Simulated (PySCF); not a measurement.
Cartesian coordinates in Å; atom numbers follow the order of the lines, from 1:
```xyz
20

O     1.6525    0.1766   -2.3118
P     1.0238    0.0433   -0.9867
P     2.4498   -0.3415    0.6415
C     0.0567    1.5083   -0.4472
C    -0.6683    1.2300    0.8600
C    -1.6363    0.0552    0.7414
C    -0.9201   -1.2694    0.4895
C    -0.2263   -1.2963   -0.8632
H     3.0678   -1.2999   -0.1562
H     3.2655    0.6673    0.1372
H    -0.6426    1.7369   -1.2567
H     0.7446    2.3536   -0.3536
H    -1.2176    2.1243    1.1663
H     0.0683    1.0074    1.6386
H    -2.3433    0.2467   -0.0698
H    -2.2075   -0.0249    1.6692
H    -1.6418   -2.0889    0.5420
H    -0.1767   -1.4279    1.2773
H    -0.9330   -1.1397   -1.6832
H     0.2792   -2.2504   -1.0377
```

Computational details: NMR shieldings at PBE0/pcSseg-1/GIAO, coordinates at the GFN2-xTB level, in PySCF (one averaged value for each set of equivalent atoms, one computed conformer, non-relativistic Hamiltonian, no solvent model).

Referencing at the same level of theory: TMS for ¹³C and ¹H; ¹⁷O against H2O; H3PO4 for ³¹P.

```
  atoms  nucleus  count  Hirshfeld charge  δ (ppm)
H13/H17       ¹H      2              0.04        ?
H14/H18       ¹H      2              0.03     1.57
 H9/H10       ¹H      2              0.00     2.51
     O1      ¹⁷O      1             -0.41    165.1
  C4/C8      ¹³C      2             -0.11     39.1
H12/H20       ¹H      2              0.05        ?
    H16       ¹H      1              0.04     1.74
     P3      ³¹P      1              0.04   -189.6
  C5/C7      ¹³C      2             -0.07     28.1
    H15       ¹H      1              0.04        ?
H11/H19       ¹H      2              0.05        ?
     C6      ¹³C      1             -0.07     31.8
     P2      ³¹P      1              0.38     26.4
```

Question: Estimate the values marked ?.

Answer: 
- H12/H20: 2.03 ppm, hydrogen on an sp3 CH2 bonded to P
- H13/H17: 1.94 ppm, hydrogen on an sp3 CH2 in a ring
- H11/H19: 1.88 ppm, hydrogen on an sp3 CH2 bonded to P
- H15: 1.00 ppm, hydrogen on an sp3 CH2 in a ring; far from electronegative atoms and π systems

Shifts are as computed. Against solution values, carbons near 30 ppm lie about +3 ppm off and those near 130 ppm about +5 ppm. Of 1211 compounds with measured shifts, 218 miss one by over three times the rms of a fit or turn the order of signals round; such compounds aren't used in these exercises. Experimental scales use liquid or dissolved standards, which lie at an offset from isolated H2O (liquid H2O: subtract about 36 ppm) and H3PO4.
